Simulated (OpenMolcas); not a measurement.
Nb3+ (d2) on a cation site of an ionic host was computed by SS-CASPT2, IPEA 0.25 Eh, imaginary shift 0.1 Eh with the d shell active (OpenMolcas, ANO-RCC-VDZP on the metal). Its lowest spin-free states, and all those of the highest spin:

```
2S+1  Degeneracy  E (cm-1)
   3           1         0
   1           2      8510
   1           1     16500
   3           3     16910
   3           3     22610
   1           3     25060
   1           3     28240
   3           3     36830
   1           3     44360
   1           2     44710
   1           1     57410
```

Q: Is the site octahedral, tetrahedral or cube-like, axial, or of lower symmetry?

A: The states with 2S+1 = 3 have orbital degeneracies 1, 3, 3, 3. Threefold states need a cubic site. For d2 at this spin an octahedron puts the threefold T1 below the threefold T2 and a tetrahedron or cube puts the single A2 below the threefold T2, so the site is a tetrahedron or a cube, which this pattern cannot tell apart. The first gap at this spin, 16900 cm-1, is |10Dq| in ligand-field theory. The run had Nb3+ with its 8 nearest fluoride ions at 2.232 Å, on the Ca site of CaF2 (a = 5.46294 Å, distance in the model lattice 2.366 Å). The rest of the host is ab initio model potentials to 7.6 Å and point charges beyond; the distance is set by hand and nothing relaxes, and no local charge compensation is placed. Ligand basis ANO-RCC-VDZP.

Roots that are degenerate in the reference are averaged as groups; the widest CASPT2 spread within a group is 420 cm-1 (the 3-fold group of multiplicity 3 near 16900 cm-1 above the lowest state of its run). Shifts and gaps below about the spread of the groups concerned are not significant. Over all roots computed the reference weight is 0.69 to 0.70; a low but even weight reflects the number of correlated electrons. Ligand-to-metal charge-transfer states are missing. With no ligand orbital active B as a rule stays too high, so bands that hang on it stand too high and its fall with covalency is understated. With one d shell and no ligand orbital active, 10Dq can be off by a tenth or more. No measured value stands beside these numbers; the geometry was set by hand and not optimised.
